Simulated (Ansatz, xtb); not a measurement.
C5H5NO2: which of two isomers lies lower

We compare I, `[H]/N=C1/C=COC(O)=C1`, a singlet, with II, `[H]/N=C1\C=COC(=O)C1`, a singlet. Both are isolated molecules in the gas phase, relaxed with B3LYP-D3(BJ)/def2-SVP; the shapes shown needn't be the lowest conformers.

I (Å):

| atom | x (Å) | y (Å) | z (Å) |
| --- | --- | --- | --- |
| C | -0.0881 | 0.2763 | -0.2842 |
| C | -1.2452 | 0.9549 | 0.3204 |
| C | -2.0774 | 0.3133 | 1.1524 |
| C | -0.8648 | -1.6785 | 0.9692 |
| C | 0.0317 | -1.1244 | 0.1211 |
| N | 0.6850 | 0.9326 | -1.0783 |
| O | -1.9144 | -1.0056 | 1.4975 |
| O | -0.8246 | -2.9467 | 1.3858 |
| H | 1.4396 | 0.3235 | -1.4139 |
| H | -1.4143 | 2.0037 | 0.0747 |
| H | -2.9527 | 0.7414 | 1.6396 |
| H | -1.5716 | -3.0998 | 1.9838 |
| H | 0.8448 | -1.7475 | -0.2524 |

II (Å):

```xyz
13

C    -0.5638   -0.9774   -1.1405
C    -0.1592   -2.3744   -0.9765
C     0.0358   -2.8868    0.2516
C    -0.5276   -0.8802    1.4288
C    -0.4033   -0.1418    0.1149
N    -0.9856   -0.4141   -2.2062
O    -0.1438   -2.2126    1.4192
O    -0.8680   -0.3966    2.4645
H    -0.9999   -1.0852   -2.9836
H    -0.0409   -3.0191   -1.8494
H     0.3296   -3.9214    0.4390
H     0.6204    0.2801    0.1071
H    -1.0946    0.7100    0.1158
```

Quicker runs give these differences E(II) − E(I): GFN2-xTB −7.7 kJ/mol; HF/STO-3G −38.8 kJ/mol (at GFN2-xTB geometries); r2SCAN-D4/def2-SVP −36.3 kJ/mol (at GFN2-xTB geometries).

**Question.** Estimate E(II) − E(I) at the level CCSD(T)/def2-SVP + ΔMP2/def2-TZVPP.

**Answer.** Calculated at CCSD(T)/def2-SVP + ΔMP2/def2-TZVPP: E(II) − E(I) = −39.0 kJ/mol, so structure II lies lower.

Level by level:

```
                             level               geometry  E(II) − E(I) (kJ/mol)  departure from the last row (kJ/mol)  job, with rough time for the two
                          GFN2-xTB               GFN2-xTB                    −7.7                                 +31.3               optimisation, 1.2 s
                         HF/STO-3G               GFN2-xTB                   −38.8                                  +0.2              single point, 0.71 s
                r2SCAN-D4/def2-SVP               GFN2-xTB                   −36.3                                  +2.7                 single point, 9 s
             B3LYP-D3(BJ)/def2-SVP  B3LYP-D3(BJ)/def2-SVP                   −40.5                                  −1.5             optimisation, 2.1 min
                       HF/def2-SVP  B3LYP-D3(BJ)/def2-SVP                   −48.8                                  −9.8           part of the CCSD(T) run
                      MP2/def2-SVP  B3LYP-D3(BJ)/def2-SVP                   −50.1                                 −11.0           part of the CCSD(T) run
                  CCSD(T)/def2-SVP  B3LYP-D3(BJ)/def2-SVP                   −53.2                                 −14.2                      single point
CCSD(T)/def2-SVP + ΔMP2/def2-TZVPP  B3LYP-D3(BJ)/def2-SVP                   −39.0                                                   single point, 3.2 min
```

As drawn, II has 1 C–C, 1 C=O, 1 C–H in place of 1 C=C, 1 C–O, 1 O–H.

The levels shown agree on the order. The largest departure from CCSD(T)/def2-SVP + ΔMP2/def2-TZVPP is that of GFN2-xTB, 31.3 kJ/mol. The last row adds to CCSD(T) the change of the MP2 difference between the two basis sets, here +14.2 kJ/mol, a large step that makes the value less sure.

With thermal terms from frequencies at re-optimised GFN2-xTB minima (ideal gas, soft modes damped towards free rotors, one conformer each, 298.15 K, 1 atm): the zero-point term adds −0.2 kJ/mol; ΔH is −39.1 and ΔG −40.7 kJ/mol.

The correlated steps freeze 8 core orbitals. Codes used: Ansatz 0.2.0, xtb 6.7.1; the last row on 2 threads of Arm Neoverse V1 on a shared host.
